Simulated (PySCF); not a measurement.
Sb: ionisation energy

Sb [Kr] 4d10 5s2 5p3 (4S) → Sb+ [Kr] 4d10 5s2 5p2 (3P), as a difference of total energies. All numbers are calculated (PySCF 2.14, the spin-free X2C one-electron Hamiltonian (Gaussian nucleus), in x2c-TZVPPall (8s6p4d2f, 60 functions)). Correlated levels: valence: [Kr] 4d10 frozen. The calculations carry no spin-orbit coupling.

| method | ionisation energy (eV) |
| --- | --- |
| UHF | 8.577 |
| MP2 (valence) | 8.969 |
| SCS-MP2 (valence) | 8.850 |
| CCSD (valence) | 8.956 |
| CCSD(T) (valence) | 8.983 |

Question: How much does correlation contribute at CCSD(T) (valence)?

Answer: 8.983 − (8.577) = 0.406 eV, measured against UHF.

Errors of the correlated levels include the incompleteness of this basis and the frozen core.

For comparison: 9.124 eV (measured; NIST levels, between the centres of gravity of the two terms).
